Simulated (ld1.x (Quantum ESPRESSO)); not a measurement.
# Which change was made? (Sn, TM)

- Element: tin (Sn)
- Generator: ld1.x (Quantum ESPRESSO) 7.5
- Type: norm-conserving Troullier–Martins (Kleinman–Bylander form)
- Functional: PBE
- Relativity: fully relativistic
- Frozen core: [Kr] 4d10
- Valence charge: 4
- Reference configuration: 5s1 5p3
- Partial waves: 5s (bound): rc 1.80 bohr; 5p (bound): rc 2.75 bohr
- Local potential: all-electron potential smoothed inside 2.35 bohr (lloc = -1)
- Core correction: none

Open shells are filled in proportion to 2j + 1 (rel_dist='average').

Cutoffs, loose and tight: the cutoffs (Ry, on a coarse ladder) from which the occupation-weighted sum of valence levels, in a spherical-Bessel basis at the reference potential, stays within 10 and 1 mRy of its value at 400 Ry. They do not see the model core or the augmentation charge, which bear on the density cutoff. Test errors are all-electron minus pseudo excitation energies from the reference, over the configurations 5s2 5p2; 5s2 5p1; 5s2 5p0; 5s2 5p1.5; 5s0 5p4; 5s2 5p2.3; 5s1 5p2; variants that change the core or the reference have their own tests.

The base gives: outcome: generated; cutoff, loose: 12 Ry; cutoff, tight: 30 Ry; bound ghosts: none; largest test error (meV): +41.

**Question.** After one change the result is: outcome: generated; cutoff, loose: 18 Ry; cutoff, tight: 30 Ry; bound ghosts: s, d; largest test error (meV): +34. Which change was it?
A. wave 5p (bound): rc 2.75 bohr becomes 5p (bound): rc 2.64 bohr
B. reference 5s2 5p2
C. local potential all-electron potential smoothed inside 1.65 bohr (lloc = -1)
D. wave 5s (bound): rc 1.80 bohr becomes 5s (bound): rc 2.50 bohr
E. core correction a·sin(br)/r model core inside 1.30 bohr

**Answer.** C. The others give: wave 5p (bound): rc 2.75 bohr becomes 5p (bound): rc 2.64 bohr → outcome: generated; cutoff, loose: 15 Ry; cutoff, tight: 30 Ry; bound ghosts: none; largest test error (meV): +43 | core correction a·sin(br)/r model core inside 1.30 bohr → outcome: generated; cutoff, loose: 12 Ry; cutoff, tight: 30 Ry; bound ghosts: none; largest test error (meV): -28 | wave 5s (bound): rc 1.80 bohr becomes 5s (bound): rc 2.50 bohr → outcome: generated; cutoff, loose: 10 Ry; cutoff, tight: 25 Ry; bound ghosts: none; largest test error (meV): +60 | reference 5s2 5p2 → outcome: generated; cutoff, loose: 21 Ry; cutoff, tight: 45 Ry; bound ghosts: none; largest test error (meV): +161.
